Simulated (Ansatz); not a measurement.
A nudged elastic band was laid between two geometries of BH9OSi2 (13 atoms, charge 0, multiplicity 1).

Theory: Ansatz 0.2.0, RKS PBE0/def2-SVP.

```
movable images  : 8
climbing image  : no
spring          : 5.0 eV/Å²
optimiser       : quadratic models (default)
start path      : through a guess of the saddle point
force threshold : 0.05 eV/Å
iteration limit : 60
end points      : relaxed
```

Image 0:

```xyz
13
Properties=species:S:1:pos:R:3
B -0.656 -0.316 0.407
Si 0.368 -1.902 1.135
H -1.208 -0.531 -0.666
H -1.404 0.216 1.213
H 0.830 1.304 0.724
O 0.425 0.843 -0.020
Si -0.028 1.692 -1.458
H 1.278 -1.523 2.278
H -0.550 -2.961 1.674
H 1.266 -2.581 0.137
H -1.414 2.199 -1.314
H 0.948 2.817 -1.532
H 0.145 0.744 -2.579
```

Image 9:

```xyz
13
Properties=species:S:1:pos:R:3
B -1.801 0.208 0.092
Si 1.311 -1.744 1.247
H -1.494 -0.813 -0.499
H -2.613 0.204 0.991
H 1.442 -0.328 0.791
O -1.242 1.384 -0.253
Si -0.094 1.825 -1.402
H 2.459 -2.075 2.143
H 0.032 -1.903 2.000
H 1.321 -2.649 0.060
H -0.700 2.883 -2.257
H 1.093 2.365 -0.684
H 0.286 0.641 -2.229
```

Problem. Which bonds break or form, and what moves?

Solution. Bonds broken: B1–Si2, H5–O6. Bonds formed: Si2–H5. BH9OSi2 becomes BH5OSi + H4Si.

Problem. What energy profile does the band end with?

Solution. It converged. The highest image is number 2 of 0 to 9, 0.078 eV above the first end and 0.938 eV above the last; the last end lies 0.859 eV below the first. Beside the main top the profile has a ripple of under 15 meV (maxima at images 2, 7), which may be a very shallow well or noise. No image climbed, so the highest image needn't sit at the top of the path. The orbitals stay closed-shell, which can raise the energy where a bond breaks towards radicals; this wasn't checked here.

```
image  path coordinate (Å)  energy (eV)  B1–Si2 (Å)  H5–O6 (Å)  Si2–H5 (Å)
    0                 0.00        0.000        2.02       0.97        3.27
    1                 1.78        0.045        2.02       0.97        2.91
    2                 3.56        0.078        2.03       0.97        2.93
    3                 5.34        0.043        2.04       0.97        2.84
    4                 7.13        0.017        2.03       0.96        3.02
    5                 8.91       -0.252        2.58       1.98        1.55
    6                10.69       -0.832        3.67       2.94        1.49
    7                12.48       -0.827        4.02       3.17        1.49
    8                14.26       -0.848        4.04       3.13        1.49
    9                16.04       -0.859        3.85       3.35        1.49
```

Problem. What is the geometry of the highest image?

Solution. 
```xyz
13
Properties=species:S:1:pos:R:3:forces:R:3
B -0.784 -0.651 0.125 0.00 0.00 -0.01
Si 0.482 -1.794 1.221 0.00 0.02 -0.01
H -0.922 -0.989 -1.037 0.01 0.00 0.00
H -1.835 -0.423 0.699 0.00 -0.01 -0.01
H 0.370 1.109 0.831 -0.01 -0.01 0.01
O -0.044 0.831 0.004 0.01 0.01 0.02
Si 0.025 1.842 -1.388 -0.01 0.00 -0.01
H 1.145 -0.928 2.276 -0.01 -0.01 0.02
H -0.199 -2.904 1.967 0.01 0.00 0.00
H 1.633 -2.413 0.478 0.00 0.00 0.00
H -0.155 3.232 -0.889 0.01 0.00 0.00
H 1.362 1.691 -2.022 -0.01 -0.02 -0.01
H -1.079 1.397 -2.265 0.00 0.01 0.01
```

The band took 25 iterations and about 14 core-minutes.

The run took 7.1 min on 2 threads of Intel(R) Xeon(R) Platinum 8488C (Sapphire Rapids) (shared host), peak memory 0.26 GiB.
